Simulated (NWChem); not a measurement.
System: GeH cation, singlet

Results from NWChem. Low-valent species are run as closed-shell singlets; no triplet was tried in these runs. The geometry was optimised at B3LYP/6-31G* (spherical d). Gas phase, vertical.

LRC-wPBEh/def2-SVP, full TDDFT puts singlet state 3 at 10.39 eV with oscillator strength 1.269; the lowest singlet and triplet lie at 3.18 and 1.86 eV.

**Question.** Give the wavelength, the transition dipole and the radiative lifetime of that state in vacuum, and the vertical singlet-triplet gap.

**Answer.** 
1. λ = 1239.84/10.39 = 119 nm, or 83800 cm⁻¹.
2. f = (2/3) ΔE μ² in atomic units, so μ = √(1.5 f/ΔE) = 2.23 a.u. = 5.68 D.
3. τ = 1.499 s cm⁻² / (f ν²) = 0.17 ns, for a non-degenerate state that emits at the vertical energy; a higher state like this one mostly decays faster by other paths.
4. S1 − T1 = 1.32 eV; if both came from one orbital pair it would be twice their exchange integral.
